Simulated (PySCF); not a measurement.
A PySCF script (with the pyscf-properties extension) for the NMR shieldings of `C=C[C@@H]1C[P@@]1(CO)=N[SiH3]`, C$_{5}$H$_{12}$NOPSi, on a GFN2-xTB geometry:

```python
import basis_set_exchange as bse
import numpy as np
from pyscf import gto, dft
from pyscf.prop import nmr

atoms = """
C     3.006261    0.453254    0.386112
C     2.154863   -0.378850    0.969021
C     0.908173   -0.900507    0.398084
C     0.603294   -0.789785   -1.133058
P    -0.521388    0.166658   -0.076461
C    -0.126208    1.969081    0.034350
O    -1.237270    2.691636   -0.379318
N    -2.054427    0.001069    0.190042
Si   -3.010945   -1.436406    0.189167
H     2.868977    0.826654   -0.614170
H     3.892985    0.790002    0.893266
H     2.356975   -0.719270    1.977321
H     0.601776   -1.851432    0.826905
H     1.352552   -0.294428   -1.733802
H     0.231614   -1.698166   -1.590787
H     0.146123    2.194834    1.079600
H     0.717487    2.222877   -0.612230
H    -2.026262    2.205359   -0.086034
H    -4.346953   -0.921061    0.467302
H    -2.566737   -2.378474    1.224449
H    -2.959811   -2.136105   -1.100825
"""
names = dict.fromkeys(["C", "P", "O", "N", "Si", "H"], "pcSseg-1")
basis = {el: gto.basis.parse(bse.get_basis(n, elements=[el], fmt="nwchem")) for el, n in names.items()}
mol = gto.M(atom=atoms, basis=basis, charge=0, verbose=0)
mf = dft.RKS(mol, xc="PBE0")
mf.grids.level = 2
mf.grids.alignment = dft.numint.BLKSIZE   # the property module wants whole blocks of grid points
mf.conv_tol = 1e-9
mf.kernel()

calc = nmr.RKS(mf)   # GIAO
C = mf.mo_coeff
Co = C[:, mf.mo_occ > 0]
resp = mf.gen_response(singlet=True, hermi=2)
def vind(x):   # induced exchange potential for any number of trial vectors
    d = np.einsum("pi,xij,qj->xpq", C, 2 * x.reshape(-1, C.shape[1], Co.shape[1]), Co, optimize=True)
    return np.einsum("xpq,pi,qj->xij", resp(d - d.transpose(0, 2, 1)), C, Co, optimize=True).ravel()
mo1, _ = nmr.rhf.solve_mo1(calc, with_cphf=vind)
sigma = calc.kernel(mo1)
for i, s in enumerate(sigma):   # ppm
    print("%2d %-2s %9.2f" % (i, mol.atom_pure_symbol(i), np.trace(s) / 3))
```

Problem. Give the expected output.

Solution. 
```
 0 C      69.37
 1 C      46.47
 2 C     161.61
 3 C     170.98
 4 P     397.11
 5 C     129.07
 6 O     333.78
 7 N     264.56
 8 Si    413.28
 9 H      26.98
10 H      26.42
11 H      25.24
12 H      28.93
13 H      30.38
14 H      29.57
15 H      27.30
16 H      27.74
17 H      28.92
18 H      26.85
19 H      26.90
20 H      26.88
```

These numbers come from an equivalent density-fitted implementation of the same equations, which agrees with the script to about 0.01 ppm for H and up to a few tenths of a ppm for heavy atoms, so last digits may differ.

Problem. Turn these shieldings into chemical shifts. Shifts are taken against calculated references (same method and geometry level): 13C (σ = 186.93 ppm), 29Si (σ = 349.16 ppm), 1H (σ = 31.72 ppm) vs TMS; H3PO4 for 31P (σ = 318.38 ppm); 17O (σ = 336.08 ppm) against H2O; NH3 for 15N (σ = 267.73 ppm).

Solution. Averaging equivalent atoms: C 1: 140.5; C 0: 117.6; C 5: 57.9; C 2: 25.3; C 3: 15.9; P 4: -78.7; O 6: 2.3; N 7: 3.2; Si 8: -64.1; H 11: 6.48; H 10: 5.29; H 18/19/20: 4.84; H 9: 4.74; H 15: 4.41; H 16: 3.97; H 17: 2.80; H 12: 2.78; H 14: 2.14; H 13: 1.34 ppm. Experimental scales use liquid or dissolved standards, which lie at an offset from isolated NH3 (liquid NH3: subtract about 20 ppm) and H2O (liquid H2O: subtract about 36 ppm) and H3PO4.

Size and cost of the density-fitted run: 227 basis functions, of the order of 2.1 core-minutes.
